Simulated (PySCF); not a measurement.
Two-component Hartree-Fock for Cr³⁺ (chromium, charge +3)

Start: [Ar] 3d3; 3d5/2 filled at m_j = +1/2, +3/2, +5/2. Calculated with PySCF 2.14 in x2c-TZVPall-2c (6s7p4d1f, 54 functions): generalised Hartree-Fock with the X2C-1e Hamiltonian and a Gaussian nucleus; one run each with spin-orbit coupling (SO) switched off, then screened by Boettger's factors. This is a chosen level, not necessarily the ground level.

| spinor shell | electrons | ε, spin-free (eV) | ε, screened SO (eV) | weight of nominal j (screened SO) | rms radius, screened SO (bohr) |
| --- | --- | --- | --- | --- | --- |
| 1s1/2 | 2 | -6083.3 | -6083.3 | 1.000 | 0.0734 |
| 2s1/2 | 2 | -765.38 | -765.39 | 1.000 | 0.316 |
| 2p1/2 | 2 | -646.56 | -652.34 | 0.991 | 0.285 |
| 2p3/2 | 4 | -646.56 | -643.75 | 0.995 | 0.288 |
| 3s1/2 | 2 | -131.63 | -131.64 | 1.000 | 0.953 |
| 3p3/2 | 4 | -96.038 | -96.647 | 0.834 | 1.02 |
| 3p1/2 | 2 | -96.038 | -94.860 | 0.667 | 1.02 |
| 3d5/2 | 3 | -50.143 | -50.127 | 0.788 | 1.20 |

| quantity | spin-free | screened SO |
| --- | --- | --- |
| E (hartree) | -1047.76767 | -1047.77727 |
| M_J | 9/2 | 9/2 |
| ⟨J²⟩ | 24.754 | 24.754 |
| ⟨L²⟩ | 12.004 | 12.011 |
| ⟨S²⟩ | 3.751 | 3.749 |

Each row is a mean over spinors that exchange with the open shell spreads, by up to 11.671 eV (3p3/2).

Rows whose weight is well below 1 are mixtures of j = l ± 1/2: exchange outweighs spin-orbit coupling there, and the label is only the starting occupation.

Without spin-orbit coupling the j labels of p, d and f shells carry no meaning; the spin-free column gives the mean over the occupied spinors of each nl shell.
